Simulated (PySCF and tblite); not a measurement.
C4H6BrFO, numbered as in [F:1][C@H:2]1[CH2:3][C@H:4]([Br:5])[CH2:6][O:7]1.

The ensemble was built from 60 distance-geometry starts (ETKDG and KDG, MMFF94s, GFN2-xTB) and rests on GFN2-xTB geometries. Energies: PBE0-D3(BJ)/def2-SVP (IEF-PCM, water), with GFN2-xTB thermal terms (modes under about 100 cm⁻¹ blended into free rotors). Symmetry numbers and mirror images are counted. Conformers within 2.5 kcal/mol (GFN2-xTB free energy) were kept, 6 at most. Couplings: B3LYP/6-31G* with pcJ-1 on H, F (gas phase; spin-dipole term only for pairs with B, N, F, Si or P). Couplings are for ¹⁹F, ¹H. H–H couplings come out 0.1 to 0.9 Hz lower than with pcJ-1 on all atoms. Of two unlike H on one atom, a is the less shielded (KT3/pcSseg-1 (IEF-PCM, water)). Programs: PySCF with density fitting and tblite.

The 5-ring runs over atoms 2–3–4–6–7.

```csv
conformer,shape,weight %
1,"5-ring envelope (ring torsions 32, -19, -5, 27, -37°)",58.1
2,"5-ring twist (ring torsions -12, 30, -38, 30, -10°)",41.9
```

(1) Give the couplings in each conformer and the averages at 298.15 K (pairs that fast motion interchanges averaged).

Spin–orbit effects of the heavy atoms on shieldings are missing.

Computed couplings to fluorine can be off by tens of per cent at such levels.

## Answers

(1) 
| coupling | pairs | 1 | 2 | average (Hz) |
| --- | --- | --- | --- | --- |
| ²J(F1,H2) | 1 | 69.5 | 71.4 | 70.3 |
| ³J(F1,H3b) | 1 | 29.2 | 23.1 | 26.6 |
| ³J(F1,H3a) | 1 | 7.6 | 25.1 | 14.9 |
| ³J(H2,H3b) | 1 | 4.2 | 6.5 | 5.1 |
| ³J(H2,H3a) | 1 | 0.0 | 1.0 | 0.4 |
| ²J(H3b,H3a) | 1 | -13.3 | -17.0 | -14.9 |
| ³J(H3b,H4) | 1 | 11.2 | 0.9 | 6.9 |
| ³J(H3a,H4) | 1 | 8.8 | 9.1 | 8.9 |
| ³J(H4,H6a) | 1 | 10.2 | 5.3 | 8.2 |
| ³J(H4,H6b) | 1 | 8.5 | 0.3 | 5.1 |
| ²J(H6a,H6b) | 1 | -10.4 | -11.9 | -11.0 |


Conformer gaps in def2-SVP on xTB geometries can be 2 kcal/mol too large for S=O, P=O and other polar bonds.